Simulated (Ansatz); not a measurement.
This geometry of ClF2HSi + H2O (8 atoms, charge 0, multiplicity 1) is a first-order saddle point.

Computed with UKS B3LYP-D4/cc-pVDZ (Ansatz).

```xyz
8
Properties=species:S:1:pos:R:3
Si -0.573 -0.364 -0.282
Cl 1.660 0.269 -1.414
F 0.008 -1.880 -0.158
F -1.827 -0.443 0.789
H -1.193 0.117 -1.518
H 1.264 0.805 0.122
O 0.334 0.806 0.747
H 0.327 0.688 1.714
```

(1) Which two structures does it join? (They come from a converged band through this point; their orientation in space is the band's.)

(2) How far does it lie above each of them?

Results:

(1) Bonds broken: Si1–Cl2, H6–O7. Bonds formed: Si1–O7, Cl2–H6. ClF2HSi + H2O becomes ClH + F2H2OSi.

First end point:

```xyz
8
Properties=species:S:1:pos:R:3
Si -0.359 -0.755 -0.530
Cl 1.692 -0.743 -0.863
F -0.845 -2.182 -1.175
F -0.682 -0.957 1.066
H -1.141 0.281 -1.214
H 1.133 1.647 0.570
O 0.175 1.500 0.616
H 0.027 1.209 1.530
```

Last end point:

```xyz
8
Properties=species:S:1:pos:R:3
Si -0.940 -0.556 -0.132
Cl 2.583 1.703 -0.976
F -0.864 -2.173 0.071
F -2.353 -0.091 0.539
H -0.869 -0.187 -1.551
H 1.691 1.101 -0.228
O 0.332 0.177 0.661
H 0.419 0.027 1.615
```

(2) 0.79 eV above the first and 0.84 eV above the second. This is the barrier of this one path; another mechanism may lie lower. The orbitals stay closed-shell, which can raise the energy where a bond breaks towards radicals; this wasn't checked here.

Time of the run: 4.6 min on 2 threads of Arm Neoverse V2, on a shared host, peak memory 0.29 GiB.
